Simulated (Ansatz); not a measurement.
C₃F₃, doublet, geometry from GFN2-xTB; HF/STO-3G in Ansatz (a first-principles code).

The Ansatz input:
Ansatz 0.2 input:
```yaml
crystal:
  periodic: [false, false, false]
  atoms:
    - {symbol: C, position_ang: [2.40424185, 0.02022529, 0.08481996]}
    - {symbol: C, position_ang: [1.21200987, 0.01019583, 0.04275885]}
    - {symbol: C, position_ang: [-0.26204028, -0.00220437, -0.00924460]}
    - {symbol: F, position_ang: [-0.70984126, -0.97704858, -0.80217770]}
    - {symbol: F, position_ang: [-0.78714150, -0.19345774, 1.20206903]}
    - {symbol: F, position_ang: [-0.73915819, 1.15169515, -0.47878081]}
basis:
  gaussian:
    orbitals: STO-3G
hamiltonian:
  xc: hf
magnetization: {spin_polarized: false, initial_magnetization: 1}
```

What the program printed (banner, timings and long lists left out):

```
Functional definition: HF
438 factors; integrals over basis functions are off by at most 3.3e-5 eV
mean field evaluation 1: about -11043.6251 eV, gradient 4.4e1 eV
mean field evaluation 2: about -11043.8275 eV, gradient 4.4e1 eV
mean field evaluation 4: about -11050.2857 eV, gradient 3.8e0 eV
mean field evaluation 8: about -11050.3536 eV, gradient 2.2e-4 eV
mean field evaluation 16: about -10831.4751 eV, gradient 2.2e2 eV
mean field evaluation 32: about -11050.3536 eV, gradient 1.0e-4 eV
mean field evaluation 64: about -11050.0170 eV, gradient 8.0e0 eV
mean field evaluation 96: about -11050.3580 eV, gradient 2.7e-1 eV
mean field -11051.40085614 eV, -406.1314905547 hartree, gradient 1.1e-6 eV, S^2 0.750000; 2 other end points of the search recorded, 0 dependent functions left out
reference -11051.40085614 eV, -406.1314905547 hartree; 23, 22 occupied and 7, 8 virtual orbitals, 438 factors
Total energy: -11051.40085614 eV, -406.1314905547 hartree
```
